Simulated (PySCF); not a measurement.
C₆H₅I, SMILES C#C/C=C(\I)C=C. Atoms are numbered in the order given.

```xyz
12

C     -0.3207     3.4738     0.0000
C     -0.8916     2.4013     0.0000
C     -1.6036     1.1823     0.0000
C     -1.0871    -0.0710     0.0000
I      0.9985    -0.3356     0.0000
C     -1.9449    -1.2441     0.0000
C     -1.5773    -2.5316     0.0000
H      0.2003     4.4133     0.0000
H     -2.6987     1.2579     0.0000
H     -3.0141    -0.9983     0.0000
H     -0.5252    -2.8282     0.0000
H     -2.3295    -3.3232     0.0000
```

Coordinates come from a PBE0-D3(BJ)/def2-SVP optimisation. The structure was generated by enumeration; whether it is a known compound was not checked. The def2 effective core potentials stand for the cores of I; spin–orbit coupling is left out. Other conformers were not sampled.

Level of theory: PBE0/def2-TZVP in PySCF.

ESP charges are fitted to the potential on shells at 1.4 to 2.0 van der Waals radii. Atomic charges (e):

```json
[
 {"atom": "C1", "Löwdin": "-0.07", "Mulliken": "-0.10", "ESP fit": "-0.45"},
 {"atom": "C2", "Löwdin": "-0.12", "Mulliken": "0.04", "ESP fit": "___"},
 {"atom": "C3", "Löwdin": "-0.16", "Mulliken": "-0.41", "ESP fit": "-0.02"},
 {"atom": "C4", "Löwdin": "-0.35", "Mulliken": "0.23", "ESP fit": "-0.12"},
 {"atom": "I5", "Löwdin": "0.38", "Mulliken": "-0.02", "ESP fit": "___"},
 {"atom": "C6", "Löwdin": "-0.21", "Mulliken": "-0.23", "ESP fit": "___"},
 {"atom": "C7", "Löwdin": "-0.19", "Mulliken": "-0.24", "ESP fit": "___"},
 {"atom": "H8", "Löwdin": "0.13", "Mulliken": "0.19", "ESP fit": "___"},
 {"atom": "H9", "Löwdin": "0.17", "Mulliken": "0.14", "ESP fit": "0.14"},
 {"atom": "H10", "Löwdin": "0.16", "Mulliken": "0.12", "ESP fit": "0.14"},
 {"atom": "H11", "Löwdin": "0.13", "Mulliken": "0.15", "ESP fit": "0.16"},
 {"atom": "H12", "Löwdin": "0.13", "Mulliken": "0.14", "ESP fit": "0.18"}
]
```

Complete the blanks. (An estimate is asked for; the answer gives what the named calculation found.)


- C2, ESP fit: 0.04
- I5, ESP fit: 0.03
- C6, ESP fit: -0.07
- C7, ESP fit: -0.37
- H8, ESP fit: 0.33

Computed Mayer and Wiberg (Löwdin basis) orders of the bonds:
| bond | Mayer | Wiberg |
|---|---|---|
| C1–C2 | 2.63 | 2.86 |
| C2–C3 | 1.29 | 1.38 |
| C3–C4 | 1.67 | 1.81 |
| C4–I5 | 1.07 | 1.40 |
| C4–C6 | 1.08 | 1.32 |
| C6–C7 | 1.87 | 2.09 |
| C1–H8 | 0.97 | 0.92 |
| C3–H9 | 0.93 | 0.78 |
| C6–H10 | 0.94 | 0.80 |
| C7–H11 | 0.93 | 0.88 |
| C7–H12 | 0.95 | 0.89 |
